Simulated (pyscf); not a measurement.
# H₂N–Ti(NH₂)(NH₂)–NH₂, singlet

Gas-phase minimum from PySCF at ωB97X-D3(BJ)/def2-SVP, one conformer. 

```
Ti
N 1 1.8800
H 2 1.0163 1 126.87
H 2 1.0177 3 110.04 1 -174.13
N 1 1.8802 2 110.10 3 105.73
H 5 1.0163 1 126.82 2 12.98
H 5 1.0177 6 110.05 1 174.60
N 1 1.8802 2 108.08 3 -133.77
H 8 1.0163 1 126.91 2 -134.00
H 8 1.0177 9 110.01 1 -174.45
N 1 1.8803 2 110.09 3 -13.45
H 11 1.0163 1 126.87 2 -105.06
H 11 1.0177 12 110.01 1 174.22
```

Properties at ωB97X-D3(BJ)/def2-SVP:

```json
{
  "harmonic_wavenumbers_unscaled": "128, 128, 163, 163, 189, 215, 215, 339, 362, 393, 402, 402, 443, 488, 488, 510, 517, 682, 747, 747, 747, 1497, 1497, 1497, 1501, 3585, 3585, 3585, 3589, 3687, 3687, 3687, 3688 cm⁻¹",
  "zero_point_energy": "62.3 kcal/mol",
  "rotational_symmetry_number": "2",
  "Entropy of this conformer at 298 K and 1 atm, rigid rotor and harmonic oscillator, modes under 100 cm⁻¹ raised to 100": "387.4 J/(mol K)",
  "dipole_moment": "0.01 D"
}
```

Single-point totals, which compare only within one level:

```tsv
level	total energy (hartree)
ωB97X-D3(BJ)/def2-TZVP	-1073.56728
PBE/def2-TZVP	-1073.03898
r²SCAN/def2-TZVP	-1073.37266
B3LYP-D3(BJ)/def2-TZVP	-1073.56061
PBE0-D3(BJ)/def2-TZVP	-1073.05921
M06-2X/def2-TZVP	-1073.36552
ωB97M-D3(BJ)/def2-TZVP	-1073.59536
```

Soft torsions are taken as harmonic, which can shift the entropy by several J/(mol K).
